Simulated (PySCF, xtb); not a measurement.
BrFH₂OSi, SMILES F[SiH](Br)O. The values are those of a single conformer.

Harmonic wavenumbers (cm⁻¹) from xtb with GFN2-xTB at its own minimum, in rising order: 162, 178, 231, 280, 444, 621, 649, 739, 836, 977, 2540, 3649.

Question: What does r2SCAN-D4/def2-SVP in PySCF give at its own minimum? (Estimate from the structure and the level; the computed values follow.)

Answer: 172, 221, 282, 341, 446, 744, 823, 848, 891, 982, 2343, 3880. Paired by order, the mean absolute difference is 88 cm⁻¹ and the zero-point energies are 16.2 and 17.1 kcal/mol.
